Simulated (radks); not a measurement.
Problem. The mean radii <r> (bohr) of the occupied orbitals of an atom or ion are listed with their occupations. Method: scalar-relativistic Kohn-Sham, r2SCAN, spin-polarised, spherical densities, finite nucleus; meta-GGA in the generalised Kohn-Sham scheme; Fermi nuclear charge, rms radius of each element as measured or else 0.836 A^(1/3) + 0.57 fm; computed with a radial shooting solver on a logarithmic mesh with Libxc functionals.

| orbital | occ. | <r> |
|---|---|---|
| 1s up | 1 | 0.04149 |
| 1s down | 1 | 0.04149 |
| 2s up | 1 | 0.1833 |
| 2s down | 1 | 0.1833 |
| 2p up | 3 | 0.1601 |
| 2p down | 3 | 0.1601 |
| 3s up | 1 | 0.5288 |
| 3s down | 1 | 0.5289 |
| 3p up | 3 | 0.5394 |
| 3p down | 3 | 0.5392 |
| 3d up | 5 | 0.5547 |
| 3d down | 5 | 0.5518 |
| 4s up | 1 | 1.470 |
| 4s down | 1 | 1.467 |
| 4p up | 3 | 1.651 |

Name the element and its charge. Open shells, if any, are filled with parallel spins first.

Solution. Z = 36, krypton, charge +3: Kr3+ in [Ar] 3d10 4s2 4p3. The 1s radius gives Z: for a bare nucleus <r> = (2 gamma + 1)/(2Z) with gamma = sqrt(1 - (Z/c)^2), 0.04069 bohr for Z = 36, and screening makes it slightly larger (0.04149 here). The occupations add up to 33, and the charge is Z minus that.
